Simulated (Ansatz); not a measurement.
A run on `C[CH2][Ge][CH2]C` with other settings.

```yaml
crystal:
  periodic: [false, false, false]
  atoms:
    - {symbol: C, position_ang: [-0.557747, 0.533286, 1.866336]}
    - {symbol: C, position_ang: [0.920789, 0.485482, 1.451207]}
    - {symbol: Ge, position_ang: [1.195422, -1.600602, 0.450837]}
    - {symbol: C, position_ang: [0.081141, -1.373492, -1.148308]}
    - {symbol: C, position_ang: [-0.086039, 0.267970, -1.641712]}
    - {symbol: H, position_ang: [-0.682524, -0.253488, 2.705704]}
    - {symbol: H, position_ang: [-0.750144, 1.628466, 2.748977]}
    - {symbol: H, position_ang: [-1.500316, 0.429781, 1.070968]}
    - {symbol: H, position_ang: [1.688897, 0.589014, 1.751536]}
    - {symbol: H, position_ang: [1.301460, 1.243012, 0.255392]}
    - {symbol: H, position_ang: [0.419715, -1.937446, -1.847028]}
    - {symbol: H, position_ang: [-1.017614, -1.714156, -0.619270]}
    - {symbol: H, position_ang: [0.851819, 0.630753, -2.194050]}
    - {symbol: H, position_ang: [-0.523870, 0.151485, -2.720311]}
    - {symbol: H, position_ang: [-0.707929, 0.946931, -1.121403]}
basis:
  gaussian: {orbitals: def2-TZVPD}
hamiltonian: {xc: {name: PBE0-DH}}
```

```sh
$ ansatz run in.yaml --threads 2 --pin off --events-out ev --progress --plain --max-ram 32768MiB --backend cuda --devices 0, --max-vram 18GiB
```

Shortened log:

```
Functional definition: PBE0-DH
2040 factors; integrals over basis functions are off by at most 9.3e-4 eV
mean field evaluation 1: about -60792.5269 eV, gradient 6.4e1 eV
mean field evaluation 2: about -60792.7208 eV, gradient 6.4e1 eV
mean field evaluation 4: about -60803.1292 eV, gradient 8.3e0 eV
mean field evaluation 8: about -60803.3174 eV, gradient 9.5e-1 eV
mean field evaluation 16: about -60803.3201 eV, gradient 1.6e-3 eV
mean field -60803.32009779 eV, -2234.4807996233 hartree, gradient 6.2e-6 eV, S^2 0.000000; 0 other end points of the search recorded, 0 dependent functions left out
13 core orbitals not correlated: weight in the atoms' cores, before any rotation towards them, 1.000 or more for the frozen orbitals, at most 0.000 for the correlated occupied ones
reference -60803.32012612 eV, -2234.4808006643 hartree; 20, 20 occupied and 259, 259 virtual orbitals, 2040 factors
second order -32.16674009 eV of doubles, -0.00000000 eV of singles
Total energy: -60807.34096863 eV, -2234.6285639012 hartree
```

Run time 20 s (2 threads of an AMD EPYC 7R13 on a shared host and a share of an NVIDIA H100 80 GB); peak host memory 1.5 GiB.
